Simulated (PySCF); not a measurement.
Numbering as in the mapped SMILES `[CH2:1]=[P@:2]12[CH2:3][CH2:4][CH2:5][C@H:6]1[CH2:7][CH2:8][CH2:9]2`; H(Xn) means a hydrogen on atom n. Ha(C7), Ha(C8), Ha(C9) are cis to C5 on the ring; Ha(C3), Ha(C4), Ha(C5) are cis to C7 on the ring; Hb(C7), Hb(C8), Hb(C9) are trans to C5 on the ring; Hb(C3), Hb(C4), Hb(C5) are trans to C7 on the ring.

PySCF 2.14 calculation with NMR shieldings at PBE0/pcSseg-1/GIAO and GFN2-xTB geometry; one averaged value for each set of equivalent atoms, one conformer, isolated molecule, non-relativistic Hamiltonian.

**Question.** List the cross peaks expected in HSQC, COSY and HMBC spectra.

**Answer.** 

HSQC (one-bond C–H):
```tsv
δH	δC
1.97 (Hb(C5)/Hb(C7))	36.0 (C5/C7)
1.83 (Ha(C3)/Ha(C9))	32.7 (C3/C9)
1.69 (Hb(C3)/Hb(C9))	32.7 (C3/C9)
1.64 (Hb(C4)/Hb(C8))	26.1 (C4/C8)
1.60 (Ha(C4)/Ha(C8))	26.1 (C4/C8)
1.44 (Ha(C5)/Ha(C7))	36.0 (C5/C7)
1.38 (H(C6))	45.9 (C6)
-0.10 (H(C1))	1.5 (C1)
```

COSY cross peaks (H two or three bonds apart, from the bond graph; peaks can be absent where the dihedral angle is near 90°):
```tsv
δH	δH
1.97 (Hb(C5)/Hb(C7))	1.64 (Hb(C4)/Hb(C8))
1.97 (Hb(C5)/Hb(C7))	1.60 (Ha(C4)/Ha(C8))
1.97 (Hb(C5)/Hb(C7))	1.44 (Ha(C5)/Ha(C7))
1.97 (Hb(C5)/Hb(C7))	1.38 (H(C6))
1.83 (Ha(C3)/Ha(C9))	1.69 (Hb(C3)/Hb(C9))
1.83 (Ha(C3)/Ha(C9))	1.64 (Hb(C4)/Hb(C8))
1.83 (Ha(C3)/Ha(C9))	1.60 (Ha(C4)/Ha(C8))
1.69 (Hb(C3)/Hb(C9))	1.64 (Hb(C4)/Hb(C8))
1.69 (Hb(C3)/Hb(C9))	1.60 (Ha(C4)/Ha(C8))
1.64 (Hb(C4)/Hb(C8))	1.60 (Ha(C4)/Ha(C8))
1.64 (Hb(C4)/Hb(C8))	1.44 (Ha(C5)/Ha(C7))
1.60 (Ha(C4)/Ha(C8))	1.44 (Ha(C5)/Ha(C7))
1.44 (Ha(C5)/Ha(C7))	1.38 (H(C6))
```

HMBC (two and three bonds, from the bond graph):
```tsv
δH	δC
1.97 (Hb(C5)/Hb(C7))	45.9 (C6), 36.0 (C5/C7), 32.7 (C3/C9), 26.1 (C4/C8)
1.83 (Ha(C3)/Ha(C9))	45.9 (C6), 36.0 (C5/C7), 32.7 (C3/C9), 26.1 (C4/C8), 1.5 (C1)
1.69 (Hb(C3)/Hb(C9))	45.9 (C6), 36.0 (C5/C7), 32.7 (C3/C9), 26.1 (C4/C8), 1.5 (C1)
1.64 (Hb(C4)/Hb(C8))	45.9 (C6), 36.0 (C5/C7), 32.7 (C3/C9)
1.60 (Ha(C4)/Ha(C8))	45.9 (C6), 36.0 (C5/C7), 32.7 (C3/C9)
1.44 (Ha(C5)/Ha(C7))	45.9 (C6), 36.0 (C5/C7), 32.7 (C3/C9), 26.1 (C4/C8)
1.38 (H(C6))	36.0 (C5/C7), 32.7 (C3/C9), 26.1 (C4/C8), 1.5 (C1)
-0.10 (H(C1))	45.9 (C6), 32.7 (C3/C9)
```

Chemical shifts δ = σref − σ; 1H and 13C vs TMS, all at this level.

Short H···H contacts in this conformer between protons four or more bonds apart (candidates for NOE cross peaks, intensity ∝ r⁻⁶): Ha(C4)···Ha(C7) 2.23 Å, Ha(C7)···Ha(C9) 2.69 Å, H(C1)···Hb(C3) 2.71 Å, Hb(C3)···Hb(C5) 2.76 Å.

Shifts are as computed. Against solution values, carbons near 30 ppm lie about +3 ppm off and those near 130 ppm about +5 ppm. Of 1211 compounds with measured shifts, 218 miss one by over three times the rms of a fit or turn the order of signals round; such compounds aren't used in these exercises.
